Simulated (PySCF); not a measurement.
Isomers of H8N2OSi2, one GFN2-xTB conformer each. Single-point energies are computed at PBE0/pcSseg-1 (PySCF, gas phase, no added dispersion term), electronic only.

Question: Rank them by PBE0/pcSseg-1 energy, lowest first (kJ/mol).
A. `[NH2:1][SiH:2]([NH2:3])[O:4][SiH3:5]` with H–N1–Si2–N3 55° and -171°, N1–Si2–N3–H 34° and 171°, N1–Si2–O4–Si5 -50°
B. `[NH2:1][SiH2:2][NH:3][SiH2:4][OH:5]` with H–N1–Si2–N3 169° and -60°, N1–Si2–N3–Si4 -42°, Si2–N3–Si4–O5 20°, N3–Si4–O5–H 0°

Answer: A (0.0), B (44.4).

As drawn, the higher has an O–H bond, which the lower lacks. GFN2-xTB itself gives, in the same order: 0.0, 60.2. Both levels put the same isomer lowest.

Question: Which frontier levels, dipoles and rotational constants go with these structures?

Answer: 
| SMILES | HOMO (eV, PBE0/pcSseg-1) | LUMO (eV) | dipole (D) | A, B, C (MHz) |
| --- | --- | --- | --- | --- |
| N[SiH](N)O[SiH3] | -7.39 | 0.57 | 0.93 | 5545, 1736, 1500 |
| N[SiH2]N[SiH2]O | -7.38 | 0.61 | 2.99 | 5209, 2168, 1641 |
